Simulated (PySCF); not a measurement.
BrCl, charge -1, doublet, at the geometry of the source list (a state made from the parent by changing its charge; the spin is typed, not shown lowest) (a gas-phase anion, which may not be bound at this level), with bond 2-1 at 1.8 times its length; CASSCF(5,7)/cc-pVDZ run with PySCF.

PySCF was given this input:
```python
from pyscf import gto, scf, mcscf
import numpy

mol = gto.M(
    atom='''
Cl    1.067900   -0.017500    0.009100
Br   -2.776540    0.045500   -0.023660
''',
    basis='cc-pvdz',
    charge=-1,
    spin=1,
    verbose=4,
)

mf = scf.ROHF(mol)
mf.kernel()
mc = mcscf.CASSCF(mf, 7, 5)
mc.fix_spin_(ss=0.75)
mc.kernel()
occ = numpy.linalg.eigvalsh(mc.fcisolver.make_rdm1(mc.ci, mc.ncas, mc.nelecas))[::-1]
ss = mc.fcisolver.spin_square(mc.ci, mc.ncas, mc.nelecas)[0]
print('natural occupations', occ.round(4), ' <S^2>', round(ss, 4))
```

Output, abridged:

```
PySCF version 2.14.0

[INPUT] verbose = 4
[INPUT] num. atoms = 2
[INPUT] num. electrons = 53
[INPUT] charge = -1
[INPUT] spin (= nelec alpha-beta = 2S) = 1
[INPUT] symmetry False subgroup None
[INPUT] Mole.unit = angstrom
[INPUT] Symbol           X                Y                Z      unit          X                Y                Z       unit  Magmom
[...]
nuclear repulsion = 81.886242385192
number of shells = 11
number of NR pGTOs = 118
number of NR cGTOs = 45
basis = cc-pvdz
ecp = {}

******** <class 'pyscf.scf.rohf.ROHF'> ********
method = ROHF
initial guess = minao
damping factor = 0
level_shift factor = 0
DIIS = <class 'pyscf.scf.diis.CDIIS'>
diis_start_cycle = 1
diis_space = 8
diis_damp = 0
SCF conv_tol = 1e-09
SCF conv_tol_grad = None
SCF max_cycles = 50
direct_scf = True
direct_scf_tol = 1e-13
num. doubly occ = 26  num. singly occ = 1
Set gradient conv threshold to 3.16228e-05
init E= -3030.38784583943
[...]
cycle= 1 E= -3031.88968559586  delta_E= -1.5  |g|= 0.287  |ddm|= 0.621
[...]
cycle= 2 E= -3031.88751698107  delta_E= 0.00217  |g|= 0.263  |ddm|= 0.512
[...]
cycle= 3 E= -3031.91213428663  delta_E= -0.0246  |g|= 0.0533  |ddm|= 0.302
[...]
cycle= 4 E= -3031.91323168116  delta_E= -0.0011  |g|= 0.03  |ddm|= 0.0407
[...]
cycle= 5 E= -3031.91446142001  delta_E= -0.00123  |g|= 0.0353  |ddm|= 0.0672
[...]
cycle= 6 E= -3031.91552342669  delta_E= -0.00106  |g|= 0.0359  |ddm|= 0.0578
[...]
cycle= 7 E= -3031.79350163509  delta_E= 0.122  |g|= 0.561  |ddm|= 0.917
[...]
cycle= 8 E= -3031.87260181635  delta_E= -0.0791  |g|= 0.178  |ddm|= 0.86
[...]
cycle= 9 E= -3031.88977621559  delta_E= -0.0172  |g|=  0.1  |ddm|= 0.146
[...]
cycle= 10 E= -3031.91725980956  delta_E= -0.0275  |g|= 0.022  |ddm|= 0.458
[...]
cycle= 11 E= -3031.87744429277  delta_E= 0.0398  |g|= 0.129  |ddm|= 0.576
[...]
cycle= 12 E= -3031.89067201709  delta_E= -0.0132  |g|= 0.0828  |ddm|= 0.148
[...]
cycle= 13 E= -3031.91623381033  delta_E= -0.0256  |g|= 0.0557  |ddm|= 0.452
[...]
cycle= 14 E= -3031.91546104238  delta_E= 0.000773  |g|= 0.043  |ddm|=  0.2
[...]
cycle= 15 E= -3031.91525211546  delta_E= 0.000209  |g|= 0.0442  |ddm|= 0.012
[...]
cycle= 16 E= -3031.91469233215  delta_E= 0.00056  |g|= 0.0525  |ddm|= 0.0147
[...]
cycle= 17 E= -3031.91587435645  delta_E= -0.00118  |g|= 0.04  |ddm|= 0.0421
[...]
cycle= 18 E= -3031.9175599401  delta_E= -0.00169  |g|= 0.00424  |ddm|= 0.105
[...]
cycle= 19 E= -3031.86929086625  delta_E= 0.0483  |g|= 0.17  |ddm|= 0.68
[...]
cycle= 20 E= -3031.88365784234  delta_E= -0.0144  |g|= 0.106  |ddm|= 0.152
[...]
cycle= 21 E= -3031.91572152498  delta_E= -0.0321  |g|= 0.0402  |ddm|= 0.655
[...]
cycle= 22 E= -3031.91598164339  delta_E= -0.00026  |g|= 0.0384  |ddm|= 0.0126
[...]
cycle= 23 E= -3031.91747877688  delta_E= -0.0015  |g|= 0.00547  |ddm|= 0.0864
[...]
cycle= 24 E= -3031.91742667737  delta_E= 5.21e-05  |g|= 0.0107  |ddm|= 0.0765
[...]
cycle= 25 E= -3031.91358208315  delta_E= 0.00384  |g|= 0.0662  |ddm|= 0.23
[...]
cycle= 26 E= -3031.91374940203  delta_E= -0.000167  |g|= 0.0652  |ddm|= 0.00582
[...]
cycle= 27 E= -3031.91349456627  delta_E= 0.000255  |g|= 0.0677  |ddm|= 0.00661
[...]
cycle= 28 E= -3031.91757130855  delta_E= -0.00408  |g|= 0.00556  |ddm|= 0.178
[...]
cycle= 29 E= -3031.91759303693  delta_E= -2.17e-05  |g|= 0.00235  |ddm|= 0.0276
[...]
cycle= 30 E= -3031.91759788615  delta_E= -4.85e-06  |g|= 0.00183  |ddm|= 0.00238
[...]
cycle= 31 E= -3031.91760547358  delta_E= -7.59e-06  |g|= 0.000127  |ddm|= 0.0093
[...]
cycle= 32 E= -3031.9176054784  delta_E= -4.82e-09  |g|= 0.000134  |ddm|= 6.4e-05
[...]
cycle= 33 E= -3031.91760551785  delta_E= -3.94e-08  |g|= 2.68e-06  |ddm|= 0.000605
[...]
cycle= 34 E= -3031.91760551774  delta_E= 1.1e-10  |g|= 7.94e-06  |ddm|= 5.3e-05
[...]
Extra cycle  E= -3031.91760551709  delta_E= 6.5e-10  |g|= 2.89e-05  |ddm|= 0.000112
converged SCF energy = -3031.91760551709

******** <class 'pyscf.mcscf.mc1step.CASSCF'> ********
CAS (3e+2e, 7o), ncore = 24, nvir = 14
max_cycle_macro = 50
max_cycle_micro = 4
conv_tol = 1e-07
conv_tol_grad = None
orbital rotation max_stepsize = 0.02
orbital rotation threshold for CI restart = 0.01
augmented hessian ah_max_cycle = 30
augmented hessian ah_conv_tol = 1e-12
augmented hessian ah_linear dependence = 1e-14
augmented hessian ah_level shift = 1e-08
augmented hessian ah_start_tol = 2.5
augmented hessian ah_start_cycle = 3
augmented hessian ah_grad_trust_region = 3
kf_trust_region = 3
kf_interval = 4
ci_response_space = 4
ci_grad_trust_region = 3
with_dep4 0
natorb = False
canonicalization = True
sorting_mo_energy = False
ao2mo_level = 2
internal_rotation = False
******** <class 'pyscf.fci.addons.SpinPenaltyFCISolver'> ********
max. cycles = 50
conv_tol = 1e-08
davidson only = True
linear dependence = 1e-12
level shift = 0.001
max iter space = 12
nroots = 1
pspace_size = 400
spin = None
CASCI E = -3031.91762564562  S^2 = 0.7500000
Set conv_tol_grad to 0.000316228
macro iter   1 (  7 JK    2 micro), CASSCF E = -3031.91765783152  dE = -3.21858993e-05  S^2 = 0.7500000
               |grad[o]|=0.000169  |grad[c]|=0.0012  |ddm|=0.000331  |maxRot[o]|=0.0467
macro iter   2 (  7 JK    2 micro), CASSCF E = -3031.91774278975  dE = -8.49582307e-05  S^2 = 0.7500000
               |grad[o]|=0.00034  |grad[c]|=0.00241  |ddm|=0.000171  |maxRot[o]|=0.0699
macro iter   3 (  7 JK    2 micro), CASSCF E = -3031.91788052721  dE = -1.37737461e-04  S^2 = 0.7500000
               |grad[o]|=0.000637  |grad[c]|=0.00149  |ddm|=0.000799  |maxRot[o]|=0.0699
macro iter   4 (  7 JK    2 micro), CASSCF E = -3031.91808055319  dE = -2.00025981e-04  S^2 = 0.7500000
               |grad[o]|=0.001  |grad[c]|=0.00132  |ddm|=0.00132  |maxRot[o]|=0.0699
macro iter   5 (  7 JK    2 micro), CASSCF E = -3031.91835217310  dE = -2.71619909e-04  S^2 = 0.7500000
               |grad[o]|=0.00145  |grad[c]|=0.00309  |ddm|=0.00169  |maxRot[o]|=0.0699
macro iter   6 (  7 JK    2 micro), CASSCF E = -3031.91870661101  dE = -3.54437915e-04  S^2 = 0.7500000
[...]
               |grad[o]|=0.00586  |grad[c]|=0.00608  |ddm|=0.00295  |maxRot[o]|=0.0624
macro iter  23 ( 18 JK    4 micro), CASSCF E = -3031.95966176226  dE = -2.03366700e-04  S^2 = 0.7500000
               |grad[o]|=0.00491  |grad[c]|=0.00312  |ddm|=0.00176  |maxRot[o]|=0.024
macro iter  24 ( 11 JK    4 micro), CASSCF E = -3031.95992214084  dE = -2.60378573e-04  S^2 = 0.7500000
               |grad[o]|=0.00389  |grad[c]|=0.0018  |ddm|=0.000979  |maxRot[o]|= 0.04
macro iter  25 ( 12 JK    4 micro), CASSCF E = -3031.96000153604  dE = -7.93952004e-05  S^2 = 0.7500000
               |grad[o]|=0.00195  |grad[c]|=0.00061  |ddm|=0.000751  |maxRot[o]|=0.0313
macro iter  26 (  9 JK    3 micro), CASSCF E = -3031.96000497434  dE = -3.43830561e-06  S^2 = 0.7500000
               |grad[o]|=0.000524  |grad[c]|=0.000284  |ddm|=0.000417  |maxRot[o]|=0.00654
macro iter  27 (  3 JK    1 micro), CASSCF E = -3031.96000512601  dE = -1.51665972e-07  S^2 = 0.7500000
               |grad[o]|=0.000192  |grad[c]|=0.000325  |ddm|=4.37e-05  |maxRot[o]|=0.00143
macro iter  28 (  3 JK    1 micro), CASSCF E = -3031.96000524700  dE = -1.20993263e-07  S^2 = 0.7500000
               |grad[o]|=4.73e-05  |grad[c]|=0.000315  |ddm|=4.09e-05  |maxRot[o]|=0.00114
macro iter  29 (  3 JK    1 micro), CASSCF E = -3031.96000536948  dE = -1.22474376e-07  S^2 = 0.7500000
               |grad[o]|=4.69e-05  |grad[c]|=0.000326  |ddm|=4.05e-05  |maxRot[o]|=0.00129
macro iter  30 (  3 JK    1 micro), CASSCF E = -3031.96000550515  dE = -1.35677510e-07  S^2 = 0.7500000
               |grad[o]|=4.23e-05  |grad[c]|=0.00035  |ddm|=3.86e-05  |maxRot[o]|=0.00148
macro iter  31 (  3 JK    1 micro), CASSCF E = -3031.96000566416  dE = -1.59000592e-07  S^2 = 0.7500000
               |grad[o]|=4.43e-05  |grad[c]|=0.000384  |ddm|=3.73e-05  |maxRot[o]|=0.00168
macro iter  32 (  3 JK    1 micro), CASSCF E = -3031.96000587242  dE = -2.08269739e-07  S^2 = 0.7500000
               |grad[o]|=4.54e-05  |grad[c]|=0.000427  |ddm|=3.68e-05  |maxRot[o]|=0.00191
macro iter  33 (  3 JK    1 micro), CASSCF E = -3031.96000613945  dE = -2.67024916e-07  S^2 = 0.7500000
               |grad[o]|=0.000108  |grad[c]|=0.000491  |ddm|=1.85e-05  |maxRot[o]|=0.00223
macro iter  34 (  3 JK    1 micro), CASSCF E = -3031.96000646373  dE = -3.24279426e-07  S^2 = 0.7500000
               |grad[o]|=4.39e-05  |grad[c]|=0.000552  |ddm|=2.85e-05  |maxRot[o]|=0.00258
macro iter  35 (  3 JK    1 micro), CASSCF E = -3031.96000689737  dE = -4.33637979e-07  S^2 = 0.7500000
               |grad[o]|=5.3e-05  |grad[c]|=0.000627  |ddm|=3.57e-05  |maxRot[o]|=0.00294
macro iter  36 (  3 JK    1 micro), CASSCF E = -3031.96000747921  dE = -5.81846052e-07  S^2 = 0.7500000
               |grad[o]|=0.000131  |grad[c]|=0.000732  |ddm|=1.75e-05  |maxRot[o]|=0.00344
macro iter  37 (  3 JK    1 micro), CASSCF E = -3031.96000823082  dE = -7.51603238e-07  S^2 = 0.7500000
               |grad[o]|=6.29e-05  |grad[c]|=0.000829  |ddm|=3.74e-05  |maxRot[o]|=0.00395
macro iter  38 (  3 JK    1 micro), CASSCF E = -3031.96000925860  dE = -1.02778313e-06  S^2 = 0.7500000
               |grad[o]|=0.000154  |grad[c]|=0.000966  |ddm|=1.98e-05  |maxRot[o]|=0.00459
macro iter  39 (  3 JK    1 micro), CASSCF E = -3031.96001062301  dE = -1.36441031e-06  S^2 = 0.7500000
               |grad[o]|=0.000136  |grad[c]|=0.00112  |ddm|=2.19e-05  |maxRot[o]|=0.00535
macro iter  40 (  3 JK    1 micro), CASSCF E = -3031.96001243468  dE = -1.81167252e-06  S^2 = 0.7500000
               |grad[o]|=0.00015  |grad[c]|=0.00129  |ddm|=2.43e-05  |maxRot[o]|=0.00619
macro iter  41 (  3 JK    1 micro), CASSCF E = -3031.96001483807  dE = -2.40339159e-06  S^2 = 0.7500000
               |grad[o]|=0.000171  |grad[c]|=0.00148  |ddm|=2.72e-05  |maxRot[o]|=0.00714
macro iter  42 (  3 JK    1 micro), CASSCF E = -3031.96001802261  dE = -3.18453749e-06  S^2 = 0.7500000
               |grad[o]|=0.000197  |grad[c]|=0.00171  |ddm|=3.16e-05  |maxRot[o]|=0.00823
macro iter  43 (  3 JK    1 micro), CASSCF E = -3031.96002223476  dE = -4.21214509e-06  S^2 = 0.7500000
               |grad[o]|=0.000225  |grad[c]|=0.00196  |ddm|=3.56e-05  |maxRot[o]|=0.00947
macro iter  44 (  3 JK    1 micro), CASSCF E = -3031.96002779270  dE = -5.55794577e-06  S^2 = 0.7500000
               |grad[o]|=0.000258  |grad[c]|=0.00226  |ddm|=4.13e-05  |maxRot[o]|=0.0109
macro iter  45 (  3 JK    1 micro), CASSCF E = -3031.96003510349  dE = -7.31078671e-06  S^2 = 0.7500000
               |grad[o]|=0.000295  |grad[c]|=0.00259  |ddm|=4.68e-05  |maxRot[o]|=0.0125
macro iter  46 (  3 JK    1 micro), CASSCF E = -3031.96004469196  dE = -9.58847249e-06  S^2 = 0.7500000
               |grad[o]|=0.000337  |grad[c]|=0.00296  |ddm|=7.8e-05  |maxRot[o]|=0.0142
macro iter  47 (  3 JK    1 micro), CASSCF E = -3031.96005718841  dE = -1.24964508e-05  S^2 = 0.7500000
               |grad[o]|=0.000383  |grad[c]|=0.00338  |ddm|=8.91e-05  |maxRot[o]|=0.0162
macro iter  48 (  3 JK    1 micro), CASSCF E = -3031.96007335587  dE = -1.61674575e-05  S^2 = 0.7500000
               |grad[o]|=0.000434  |grad[c]|=0.00385  |ddm|=9.92e-05  |maxRot[o]|=0.0184
macro iter  49 (  3 JK    1 micro), CASSCF E = -3031.96009334585  dE = -1.99899791e-05  S^2 = 0.7500000
               |grad[o]|=0.000489  |grad[c]|=0.00421  |ddm|=0.000106  |maxRot[o]|= 0.02
macro iter  50 (  9 JK    3 micro), CASSCF E = -3031.96018457275  dE = -9.12269002e-05  S^2 = 0.7500000
               |grad[o]|=0.000544  |grad[c]|=0.00586  |ddm|=0.00107  |maxRot[o]|=0.0747
1-step CASSCF not converged,  50 macro (483 JK 115 micro) steps
CASSCF canonicalization
Density matrix diagonal elements [1.98016363 1.97860286 0.99833639 0.01017408 0.00812172 0.01322269
 0.01137863]
CASSCF energy = -3031.96018457275
CASCI E = -3031.96018457275  E(CI) = -5.65691612448836  S^2 = 0.7500000
natural occupations [1.9833 1.9785 0.9954 0.0137 0.0136 0.0082 0.0073]  <S^2> 0.75
```

Convergence was not reached.
